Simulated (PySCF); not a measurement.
C₃H₉In, SMILES C[CH2][InH][CH3].

Coordinates come from a r2SCAN-D4/def2-SVP optimisation. The structure was generated by enumeration; whether it is a known compound was not checked. The def2 effective core potentials stand for the cores of In; spin–orbit coupling is left out. The values are those of a single conformer.

Computed with r2SCAN-D4/def2-SVP in PySCF.

Frequencies are harmonic and unscaled.

Computed vibrational spectrum:
| mode | ν (cm⁻¹) | IR (km/mol) | Raman (Å⁴/amu) | depolarisation | moving atoms (share of kinetic energy) |
|---|---|---|---|---|---|
| 1 | 25 | 0.0 | 0.6 | 0.75 | H 56 %, C 38 % |
| 2 | 30 | 0.1 | 0.0 | – | H 85 %, C 15 % |
| 3 | 80 | 1.5 | 2.0 | 0.74 | C 55 %, H 28 %, In 17 % |
| 4 | 200 | 2.4 | 0.9 | 0.75 | H 91 %, C 9 % |
| 5 | 220 | 3.1 | 5.9 | 0.41 | C 64 %, H 28 %, In 8 % |
| 6 | 326 | 27.7 | 6.2 | 0.75 | H 95 % |
| 7 | 427 | 89.6 | 14.3 | 0.23 | H 55 %, C 36 %, In 10 % |
| 8 | 477 | 74.8 | 32.7 | 0.15 | C 62 %, H 28 %, In 10 % |
| 9 | 517 | 12.7 | 22.5 | 0.74 | H 52 %, C 43 % |
| 10 | 569 | 2.8 | 1.3 | 0.75 | H 85 %, C 15 % |
| 11 | 662 | 67.1 | 1.1 | 0.75 | H 81 %, C 17 % |
| 12 | 713 | 89.2 | 4.3 | 0.75 | H 83 %, C 16 % |
| 13 | 922 | 3.0 | 0.0 | – | H 92 % |
| 14 | 955 | 9.6 | 5.8 | 0.36 | H 85 %, C 15 % |
| 15 | 1044 | 13.8 | 8.8 | 0.68 | C 76 %, H 24 % |
| 16 | 1165 | 1.4 | 10.7 | 0.12 | H 82 %, C 18 % |
| 17 | 1179 | 9.0 | 32.0 | 0.23 | H 66 %, C 34 % |
| 18 | 1239 | 2.1 | 1.2 | 0.75 | H 76 %, C 24 % |
| 19 | 1388 | 8.0 | 12.9 | 0.60 | H 82 %, C 18 % |
| 20 | 1425 | 1.6 | 12.1 | 0.73 | H 94 % |
| 21 | 1430 | 1.4 | 7.5 | 0.75 | H 94 % |
| 22 | 1430 | 0.6 | 8.1 | 0.73 | H 92 %, C 8 % |
| 23 | 1469 | 1.5 | 20.1 | 0.69 | H 97 % |
| 24 | 1478 | 6.6 | 23.0 | 0.75 | H 97 % |
| 25 | 1722 | 282.0 | 211.3 | 0.16 | H 99 % |
| 26 | 3008 | 68.6 | 209.7 | 0.14 | H 97 % |
| 27 | 3025 | 14.3 | 148.1 | 0.08 | H 95 % |
| 28 | 3036 | 11.4 | 181.9 | 0.00 | H 97 % |
| 29 | 3074 | 6.4 | 122.4 | 0.75 | H 91 %, C 9 % |
| 30 | 3090 | 27.1 | 141.5 | 0.69 | H 91 %, C 9 % |
| 31 | 3115 | 29.6 | 38.4 | 0.75 | H 91 %, C 9 % |
| 32 | 3140 | 5.9 | 117.7 | 0.75 | H 91 %, C 9 % |
| 33 | 3161 | 7.0 | 102.6 | 0.75 | H 90 %, C 10 % |
